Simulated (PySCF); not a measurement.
# Titanium: a sound run and one with changed settings

Sound run: Ti [Ar] 3d2 4s2, Ti⁺ [Ar] 3d2 4s1. Computed with PySCF 2.14 in pcseg-2 (6s4p3d2f1g, 56 functions), with the non-relativistic Hamiltonian (point nucleus). The sound run starts from symmetry-adapted Hartree-Fock orbitals and uses a fine grid where one is needed.

Changed run: radial step 1.2 in ln r (0.13 in the sound run). This setting is unsound on purpose.

| species | method | sound run (hartree) | changed run (hartree) | converged |
| --- | --- | --- | --- | --- |
| Ti | UHF | -848.39669 | -848.39669 | yes |
| Ti | LDA | -847.30434 | -850.82248 | yes |
| Ti | BP86 | -849.46088 | -853.47445 | yes |
| Ti⁺ | UHF | -848.19356 | -848.19356 | yes |
| Ti⁺ | LDA | -847.05179 | -850.50443 | yes |
| Ti⁺ | BP86 | -849.21102 | -853.14720 | yes |

Ionisation energy of Ti:

```
method  sound run (eV)  changed run (eV)
   UHF           5.527             5.527
   LDA           6.872             8.654
  BP86           6.799             8.905
```

A coarse radial grid mis-integrates the density and the exchange-correlation energy, with errors of either sign; Hartree-Fock needs no grid.

For comparison, NIST gives 6.828 eV between the lowest levels.
